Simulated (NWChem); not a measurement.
System: C3H3Cl2F; SMILES CC(F)=C(Cl)Cl

Input file for NWChem:

```
start job
memory heap 200 mb stack 900 mb global 1100 mb
geometry units angstroms noautoz
  C     -1.193504     1.981376     0.000000
  C     -0.010166     1.091249     0.000000
  F      1.151776     1.741435     0.000000
  C      0.014551    -0.251669     0.000000
  Cl    -1.421294    -1.202459     0.000000
  Cl     1.495829    -1.119879     0.000000
  H     -1.170265     2.633223    -0.887990
  H     -1.170265     2.633223     0.887990
  H     -2.125956     1.407029     0.000000
end
basis spherical
  * library def2-svp
end
dft
  xc pbe0
  iterations 150
  vectors input atomic output neutral.movecs
end
task dft energy
charge 1
dft
  odft
  mult 2
  vectors input atomic output cation.movecs
end
task dft energy
```

NWChem printed, in part:

```
             Northwest Computational Chemistry Package (NWChem) 7.3.0
             --------------------------------------------------------

 CS  symmetry detected

                             Geometry "geometry" -> ""
                             -------------------------

 Output coordinates in angstroms (scale by  1.889725989 to convert to a.u.)

  No.       Tag          Charge          X              Y              Z
 ---- ---------------- ---------- -------------- -------------- --------------
    1 C                    6.0000    -1.30789741     1.91148168     0.00000000
    2 C                    6.0000    -0.07458220     1.09200104     0.00000000
    3 F                    9.0000     1.04739405     1.80895315     0.00000000
    4 C                    6.0000     0.02854097    -0.24717978     0.00000000
    5 Cl                  17.0000    -1.34931035    -1.28022297     0.00000000
    6 Cl                  17.0000     1.55800708    -1.02737627     0.00000000
    7 H                    1.0000    -1.32277663     2.56357306    -0.88799000
    8 H                    1.0000    -1.32277663     2.56357306     0.88799000
    9 H                    1.0000    -2.20520580     1.28364503     0.00000000

 Effective nuclear repulsion energy (a.u.)     350.8227747816

      Symmetry information
      --------------------

 Group name             Cs
 Group number              2
 Group order               2
 No. of unique centers     8

                                 NWChem DFT Module
                                 -----------------

 Summary of "ao basis" -> "ao basis" (spherical)
 ------------------------------------------------------------------------------
       Tag                 Description            Shells   Functions and Types
 ---------------- ------------------------------  ------  ---------------------
 C                          def2-svp                 6       14   3s2p1d
 F                          def2-svp                 6       14   3s2p1d
 Cl                         def2-svp                 8       18   4s3p1d
 H                          def2-svp                 3        5   2s1p

      Symmetry analysis of basis
      --------------------------

        a'         75
        a"         32

            General Information
            -------------------
          SCF calculation type: DFT
          Wavefunction type:  closed shell.
          No. of atoms     :     9
          No. of electrons :    64
           Alpha electrons :    32
            Beta electrons :    32
          Charge           :     0
          Spin multiplicity:     1
          Use of symmetry is: on ; symmetry adaption is: on
          Maximum number of iterations: 150
          AO basis - number of functions:   107
                     number of shells:    49
          Convergence on energy requested:  1.00D-06
          Convergence on density requested:  1.00D-05
          Convergence on gradient requested:  5.00D-04

              XC Information
              --------------
                         PBE0 Method XC Functional
                     Hartree-Fock (Exact) Exchange  0.250
          PerdewBurkeErnzerhof Exchange Functional  0.750
            Perdew 1991 LDA Correlation Functional  1.000 local
           PerdewBurkeErnz. Correlation Functional  1.000 non-local

             Grid Information
             ----------------
          Grid used for XC integration:  medium
          Radial quadrature: Mura-Knowles
          Angular quadrature: Lebedev.
          Tag              B.-S. Rad. Rad. Pts. Rad. Cut. Ang. Pts.
          ---              ---------- --------- --------- ---------
          C                   0.70       49          10.0       434
          F                   0.50       49          10.0       434
          Cl                  1.00       88          12.0       590
          H                   0.35       45          11.0       434
          Grid pruning is: on
          Number of quadrature shells:   462
          Spatial weights used:  Erf1

      Superposition of Atomic Density Guess
      -------------------------------------

 Sum of atomic energies:       -1132.31181838

      Non-variational initial energy
      ------------------------------

 Total energy =   -1134.906774
 1-e energy   =   -2260.811152
 2-e energy   =     775.081603
 HOMO         =      -0.211245
 LUMO         =       0.082056

      Symmetry analysis of molecular orbitals - initial
      -------------------------------------------------

  Numbering of irreducible representations:

     1 a'          2 a"

  Orbital symmetries:

     1 a'          2 a'          3 a'          4 a'          5 a'
     6 a'          7 a'          8 a'          9 a'         10 a'
    11 a'         12 a"         13 a'         14 a"         15 a'
    16 a'         17 a'         18 a'         19 a'         20 a'
    21 a'         22 a"         23 a'         24 a'         25 a"
    26 a'         27 a"         28 a'         29 a"         30 a'
    31 a'         32 a"         33 a"         34 a'         35 a'
    36 a'         37 a'         38 a"         39 a'         40 a'
    41 a'         42 a'

   convergence    iter        energy       DeltaE   RMS-Dens  Diis-err
 ---------------- ----- ----------------- --------- --------- ---------
 d= 0,ls=0.0,diis     1  -1135.2449943774 -1.49D+03  1.65D-02  9.12D-01
 d= 0,ls=0.0,diis     2  -1135.1514968687  9.35D-02  1.15D-02  1.79D+00
 d= 0,ls=0.0,diis     3  -1135.3447275604 -1.93D-01  1.98D-03  5.00D-02
 d= 0,ls=0.0,diis     4  -1135.3484663428 -3.74D-03  1.02D-03  1.31D-02
 d= 0,ls=0.0,diis     5  -1135.3500016159 -1.54D-03  2.51D-04  8.10D-04
  Resetting Diis
 d= 0,ls=0.0,diis     6  -1135.3501034231 -1.02D-04  6.18D-05  3.62D-05
 d= 0,ls=0.0,diis     7  -1135.3501070486 -3.63D-06  3.93D-05  5.12D-06
 d= 0,ls=0.0,diis     8  -1135.3501067145  3.34D-07  2.12D-05  9.04D-06
 d= 0,ls=0.0,diis     9  -1135.3501075537 -8.39D-07  1.42D-06  1.91D-08

         Total DFT energy =    -1135.350107553711
      One electron energy =    -2263.032304365457
           Coulomb energy =      860.657436341951
    Exchange-Corr. energy =      -83.798014311765
 Nuclear repulsion energy =      350.822774781560

 Numeric. integr. density =       64.000001672363

                  Occupations of the irreducible representations
                  ----------------------------------------------

                     irrep           alpha         beta
                     --------     --------     --------
                     a'               25.0         25.0
                     a"                7.0          7.0

                       DFT Final Molecular Orbital Analysis
                       ------------------------------------

 Vector   30  Occ=2.000000D+00  E=-3.449858D-01  Symmetry=a"
              MO Center=  1.6D-01, -1.1D+00, -1.4D-15, r^2= 3.2D+00
   Bfn.  Coefficient  Atom+Function         Bfn.  Coefficient  Atom+Function
  ----- ------------  ---------------      ----- ------------  ---------------
    87     -0.472334  6 Cl pz                69      0.459619  5 Cl pz
    84     -0.354485  6 Cl pz                66      0.341641  5 Cl pz
    81     -0.204632  6 Cl pz                63      0.197147  5 Cl pz
    34     -0.031928  3 F  pz

 Vector   31  Occ=2.000000D+00  E=-3.273048D-01  Symmetry=a'
              MO Center=  3.4D-01, -1.0D+00,  2.6D-15, r^2= 3.5D+00
   Bfn.  Coefficient  Atom+Function         Bfn.  Coefficient  Atom+Function
  ----- ------------  ---------------      ----- ------------  ---------------
    86      0.402578  6 Cl py                67      0.336051  5 Cl px
    83      0.305220  6 Cl py                85      0.304712  6 Cl px
    68     -0.263301  5 Cl py                64      0.257288  5 Cl px
    82      0.235682  6 Cl px                65     -0.196696  5 Cl py
    80      0.175228  6 Cl py                61      0.146610  5 Cl px

 Vector   32  Occ=2.000000D+00  E=-2.536956D-01  Symmetry=a"
              MO Center=  4.9D-02,  1.0D-01, -6.8D-16, r^2= 3.3D+00
   Bfn.  Coefficient  Atom+Function         Bfn.  Coefficient  Atom+Function
  ----- ------------  ---------------      ----- ------------  ---------------
    20      0.364191  2 C  pz                48      0.352604  4 C  pz
    87     -0.336573  6 Cl pz                69     -0.319198  5 Cl pz
    51      0.242523  4 C  pz                23      0.216882  2 C  pz
    34      0.214517  3 F  pz                84     -0.214935  6 Cl pz
    66     -0.206008  5 Cl pz                37     -0.177566  3 F  pz

 Vector   33  Occ=0.000000D+00  E= 6.736438D-04  Symmetry=a"
              MO Center= -1.2D-01,  5.6D-01, -2.7D-16, r^2= 3.0D+00
   Bfn.  Coefficient  Atom+Function         Bfn.  Coefficient  Atom+Function
  ----- ------------  ---------------      ----- ------------  ---------------
    51     -0.590149  4 C  pz                23      0.581331  2 C  pz
    20      0.486423  2 C  pz                48     -0.440970  4 C  pz
    94      0.332715  7 H  s                 99     -0.332715  8 H  s
    87      0.230047  6 Cl pz                69      0.224003  5 Cl pz
    37     -0.177821  3 F  pz                34      0.172497  3 F  pz

 Vector   34  Occ=0.000000D+00  E= 3.799568D-02  Symmetry=a'
              MO Center= -1.3D-01, -9.2D-01, -4.4D-14, r^2= 2.8D+00
   Bfn.  Coefficient  Atom+Function         Bfn.  Coefficient  Atom+Function
  ----- ------------  ---------------      ----- ------------  ---------------
    45      0.952967  4 C  s                 67     -0.689861  5 Cl px
    85      0.625491  6 Cl px                50     -0.593444  4 C  py
    60     -0.560369  5 Cl s                 44      0.540487  4 C  s
    78     -0.463525  6 Cl s                 47     -0.363097  4 C  py
    68     -0.364764  5 Cl py                64     -0.224351  5 Cl px

 Vector   35  Occ=0.000000D+00  E= 4.879442D-02  Symmetry=a'
              MO Center=  1.3D-01, -2.2D-02, -1.6D-13, r^2= 3.7D+00
   Bfn.  Coefficient  Atom+Function         Bfn.  Coefficient  Atom+Function
  ----- ------------  ---------------      ----- ------------  ---------------
    49      0.843055  4 C  px                78     -0.565505  6 Cl s
    85      0.550143  6 Cl px                46      0.474899  4 C  px
    86     -0.423262  6 Cl py                68      0.385626  5 Cl py
   104      0.383402  9 H  s                 60      0.355485  5 Cl s
    67      0.277259  5 Cl px                31     -0.265693  3 F  s

     Multipole analysis of the density
     ---------------------------------

     L   x y z        total         alpha         beta         nuclear
     -   - - -        -----         -----         ----         -------
     0   0 0 0     -0.000000    -32.000000    -32.000000     64.000000

     1   1 0 0     -0.608831     -0.304415     -0.304415      0.000000
     1   0 1 0      0.449627      0.224813      0.224813      0.000000
     1   0 0 1      0.000000      0.000000      0.000000      0.000000

     2   2 0 0    -34.591940   -197.195422   -197.195422    359.798905
     2   1 1 0     -2.276659      9.462047      9.462047    -21.200754
     2   1 0 1      0.000000      0.000000      0.000000      0.000000
     2   0 2 0    -34.067164   -230.391030   -230.391030    426.714897
     2   0 1 1      0.000000      0.000000      0.000000      0.000000
     2   0 0 2    -35.304007    -20.467881    -20.467881      5.631756

                                 NWChem DFT Module
                                 -----------------

      Symmetry analysis of basis
      --------------------------

        a'         75
        a"         32

            General Information
            -------------------
          SCF calculation type: DFT
          Wavefunction type:  spin polarized.
          No. of atoms     :     9
          No. of electrons :    63
           Alpha electrons :    32
            Beta electrons :    31
          Charge           :     1
          Spin multiplicity:     2
          Use of symmetry is: on ; symmetry adaption is: on
          Maximum number of iterations: 150
          AO basis - number of functions:   107
                     number of shells:    49
          Convergence on energy requested:  1.00D-06
          Convergence on density requested:  1.00D-05
          Convergence on gradient requested:  5.00D-04

              XC Information
              --------------
                         PBE0 Method XC Functional
                     Hartree-Fock (Exact) Exchange  0.250
          PerdewBurkeErnzerhof Exchange Functional  0.750
            Perdew 1991 LDA Correlation Functional  1.000 local
           PerdewBurkeErnz. Correlation Functional  1.000 non-local

             Grid Information
             ----------------
          Grid used for XC integration:  medium
          Radial quadrature: Mura-Knowles
          Angular quadrature: Lebedev.
          Tag              B.-S. Rad. Rad. Pts. Rad. Cut. Ang. Pts.
          ---              ---------- --------- --------- ---------
          C                   0.70       49          10.0       434
          F                   0.50       49          10.0       434
          Cl                  1.00       88          12.0       590
          H                   0.35       45          11.0       434
          Grid pruning is: on
          Number of quadrature shells:   462
          Spatial weights used:  Erf1

      Superposition of Atomic Density Guess
      -------------------------------------

 Sum of atomic energies:       -1132.31181838

 Renormalizing density from      64.00 to     63

      Non-variational initial energy
      ------------------------------

 Total energy =   -1123.613671
 1-e energy   =   -2225.485978
 2-e energy   =     751.049532
 HOMO         =      -0.491555
 LUMO         =      -0.202887

   Symmetry analysis of molecular orbitals - initial alpha
   -------------------------------------------------------

  Numbering of irreducible representations:

     1 a'          2 a"

  Orbital symmetries:

     1 a'          2 a'          3 a'          4 a'          5 a'
     6 a'          7 a'          8 a'          9 a'         10 a'
    11 a'         12 a"         13 a'         14 a"         15 a'
    16 a'         17 a'         18 a'         19 a'         20 a'
    21 a'         22 a"         23 a'         24 a'         25 a"
    26 a'         27 a"         28 a'         29 a"         30 a'
    31 a'         32 a"         33 a'         34 a"         35 a'
    36 a'         37 a'         38 a"         39 a'         40 a'
    41 a'         42 a'

   Symmetry analysis of molecular orbitals - initial beta
   ------------------------------------------------------

  Numbering of irreducible representations:

     1 a'          2 a"

  Orbital symmetries:

     1 a'          2 a'          3 a'          4 a'          5 a'
     6 a'          7 a'          8 a'          9 a'         10 a'
    11 a'         12 a"         13 a'         14 a"         15 a'
    16 a'         17 a'         18 a'         19 a'         20 a'
    21 a'         22 a"         23 a'         24 a'         25 a"
    26 a'         27 a"         28 a'         29 a"         30 a'
    31 a'         32 a"         33 a'         34 a"         35 a'
    36 a'         37 a'         38 a"         39 a'         40 a'
    41 a'         42 a'

[...]
```

Level: PBE0/def2-SVP, vertical spin-unrestricted ions. Structure relaxed at the PBE0/def2-SVP level.
